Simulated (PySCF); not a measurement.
Molecule: 1,1-difluorocyclohexane ax, C₆H₁₀F₂.

Molfile (atoms numbered from 1):
```
C6H10F2
     RDKit          3D

 18 18  0  0  0  0  0  0  0  0999 V2000
   -1.4233   -0.7982    1.3305 F   0  0  0  0  0  0  0  0  0  0  0  0
   -1.2527   -0.9877   -0.0136 C   0  0  0  0  0  0  0  0  0  0  0  0
   -2.0278   -2.0543   -0.3474 F   0  0  0  0  0  0  0  0  0  0  0  0
   -1.7386    0.2468   -0.7415 C   0  0  0  0  0  0  0  0  0  0  0  0
   -0.8389    1.4440   -0.4523 C   0  0  0  0  0  0  0  0  0  0  0  0
    0.6234    1.1275   -0.7523 C   0  0  0  0  0  0  0  0  0  0  0  0
    1.0921   -0.1071    0.0121 C   0  0  0  0  0  0  0  0  0  0  0  0
    0.2018   -1.3114   -0.2758 C   0  0  0  0  0  0  0  0  0  0  0  0
   -1.7463    0.0157   -1.8190 H   0  0  0  0  0  0  0  0  0  0  0  0
   -2.7797    0.4322   -0.4360 H   0  0  0  0  0  0  0  0  0  0  0  0
   -1.1773    2.3154   -1.0339 H   0  0  0  0  0  0  0  0  0  0  0  0
   -0.9428    1.7162    0.6117 H   0  0  0  0  0  0  0  0  0  0  0  0
    1.2584    1.9925   -0.5033 H   0  0  0  0  0  0  0  0  0  0  0  0
    0.7450    0.9539   -1.8373 H   0  0  0  0  0  0  0  0  0  0  0  0
    1.0660    0.1016    1.0950 H   0  0  0  0  0  0  0  0  0  0  0  0
    2.1375   -0.3470   -0.2365 H   0  0  0  0  0  0  0  0  0  0  0  0
    0.2883   -1.6177   -1.3308 H   0  0  0  0  0  0  0  0  0  0  0  0
    0.4718   -2.1800    0.3440 H   0  0  0  0  0  0  0  0  0  0  0  0
  1  2  1  0
  2  3  1  0
  2  4  1  0
  4  5  1  0
  5  6  1  0
  6  7  1  0
  7  8  1  0
  8  2  1  0
  4  9  1  0
  4 10  1  0
  5 11  1  0
  5 12  1  0
  6 13  1  0
  6 14  1  0
  7 15  1  0
  7 16  1  0
  8 17  1  0
  8 18  1  0
M  END
```

Geometry PBE0-D3(BJ)/def2-SVP throughout; GIAO in PySCF 2.14.0 with density-fitted response routines, gas phase, one conformer, non-relativistic; equivalent atoms averaged; functional PBE0.

Question: How do the shifts δ (against CFCl3, TMS at the same level) depend on the basis set? (ppm; last column core-seconds on shared hosts with different chips, so compare them loosely)

Answer: 
| basis set | functions | F1/F3 | C2 | C5/C7 | C6 | C4/C8 | H9/H10/H17/H18 | H11/H12/H15/H16 | H13/H14 | core-s |
| --- | --- | --- | --- | --- | --- | --- | --- | --- | --- | --- |
| STO-3G | 50 | -105.8 | 87.3 | 25.7 | 25.7 | 25.6 | 0.95 | 0.89 | 0.75 | 4.7 |
| pcSseg-0 | 92 | -129.8 | 133.9 | 23.4 | 24.8 | 38.3 | 1.80 | 1.63 | 1.29 | 8.5 |
| 6-31G | 92 | -131.7 | 121.1 | 23.8 | 24.8 | 35.2 | 1.77 | 1.70 | 1.43 | 9.9 |
| 6-31G* | 132 | -117.7 | 116.7 | 23.4 | 24.4 | 34.2 | 1.67 | 1.63 | 1.41 | 15 |
| cc-pVDZ | 162 | -111.4 | 120.7 | 25.5 | 27.0 | 36.6 | 1.55 | 1.48 | 1.26 | 19 |
| def2-SVP | 162 | -103.3 | 120.1 | 22.9 | 24.3 | 34.0 | 1.48 | 1.39 | 1.16 | 17 |
| pcSseg-1 | 186 | -117.6 | 123.3 | 25.0 | 26.7 | 36.5 | 1.66 | 1.55 | 1.28 | 20 |
| aug-cc-pVDZ | 274 | -109.1 | 118.8 | 25.4 | 26.8 | 35.7 | 1.76 | 1.68 | 1.44 | 44 |
| 6-311+G(2d,p) | 276 | -116.0 | 122.5 | 25.1 | 26.7 | 36.1 | 1.70 | 1.60 | 1.36 | 44 |
| def2-TZVP | 308 | -111.8 | 125.6 | 25.9 | 27.7 | 36.8 | 1.68 | 1.61 | 1.38 | 52 |

Question: Which nucleus moves most, in ppm?

Answer: C2 (fully substituted sp3 carbon bonded to 2 F): from 87.3 ppm with STO-3G to 133.9 ppm with pcSseg-0. The smallest spread is 0.69 ppm, at H13/H14. Proton shifts span only some 12 ppm, so a few tenths of a ppm matter as much there as several ppm in carbon.

Question: Taking the largest basis, def2-TZVP (308 functions), as the yardstick, rank the others by their worst heavy-atom deviation.

Answer: 6-311+G(2d,p) 4.2 ppm (276 functions), cc-pVDZ 4.8 ppm (162 functions), pcSseg-1 5.9 ppm (186 functions), aug-cc-pVDZ 6.8 ppm (274 functions), def2-SVP 8.4 ppm (162 functions), 6-31G* 8.9 ppm (132 functions), pcSseg-0 18.0 ppm (92 functions), 6-31G 19.9 ppm (92 functions), STO-3G 38.3 ppm (50 functions).

A small basis that lands close on one nucleus may do so by chance; judge by the trend and by all nuclei.
